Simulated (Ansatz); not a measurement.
The same path of CH$_{6}$AlBrGeS (11 atoms, charge 0, multiplicity 1) was run twice with different band settings. The coordinate that changes most is the dihedral C1–S2–Ge3–Br5.

These are results of RHF/def2-SVP in Ansatz 0.2.0, not measurements.

Relaxed end points:

```xyz
11
Properties=species:S:1:pos:R:3
C -1.550 -1.184 0.665
S -0.231 -0.724 1.842
Ge 0.930 0.796 0.709
Al 1.517 0.380 -1.693
Br -0.458 2.702 0.306
H -1.145 -1.638 -0.237
H -2.156 -0.318 0.408
H -2.175 -1.912 1.176
H 1.985 1.276 1.707
H 2.795 1.077 -2.296
H 0.554 -0.512 -2.567
```

```xyz
11
Properties=species:S:1:pos:R:3
C -1.490 -0.334 1.956
S -0.668 -1.210 0.579
Ge 0.602 0.375 -0.320
Al 1.806 -0.376 -2.388
Br -0.802 2.057 -1.259
H -2.098 0.485 1.580
H -0.762 0.038 2.674
H -2.135 -1.061 2.446
H 1.311 1.125 0.813
H 3.097 0.410 -2.837
H 1.205 -1.567 -3.225
```

Common settings: movable images 7; climbing image yes; spring 5.0 eV/Å²; start path IDPP; force threshold 0.03 eV/Å; end points relaxed.

| run | optimiser | iteration limit |
| --- | --- | --- |
| 1 | quadratic models (default) | 50 |
| 2 | fire | 60 |

Task: What does each run give, and how far can it be trusted?

Result: Run 1: converged after 20 iterations, highest image 0.133 eV above the first end. A vibrational analysis at the climbing image gives one clearly imaginary mode, 71i cm⁻¹: a first-order saddle point.
Run 2: converged after 44 iterations, highest image 0.143 eV above the first end. The order of the stationary point at the top wasn't checked.
